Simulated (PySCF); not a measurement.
Al(H)2(OMe) (CH5AlO), SMILES C[O][AlH2]. Atoms are numbered in the order given.

```xyz
8

Al    -0.0885    -1.1939     0.0000
H      1.0176    -2.3094     0.0000
H     -1.6444    -1.4659     0.0000
O      0.4603     0.4037     0.0000
C     -0.1583     1.6677     0.0000
H     -1.2522     1.5967     0.0000
H      0.1486     2.2319     0.8850
H      0.1486     2.2319    -0.8850
```
Charge 0, spin multiplicity 1.

The structure is a stationary point at B3LYP-D3(BJ)/def2-TZVP.

The numbers are results of PBE0/pcSseg-2 in PySCF, not measurements.

GIAO shieldings, no solvent; atoms listed in one row are averaged. δ = σ(ref) − σ: ¹H against TMS (σ = 31.54 ppm); ¹⁷O against H2O (σ = 327.8 ppm); ¹³C against TMS (σ = 186.1 ppm), references at their B3LYP-D3(BJ)/def2-TZVP geometries, non-relativistic.

| nucleus | atoms | count | δ (ppm) |
|---|---|---|---|
| ¹H | H3 | 1 | 4.86 |
| ¹H | H2 | 1 | 4.56 |
| ¹H | H6, H7, H8 | 3 | 3.96 |
| ¹⁷O | O4 | 1 | 75.4 |
| ¹³C | C5 | 1 | 57.9 |
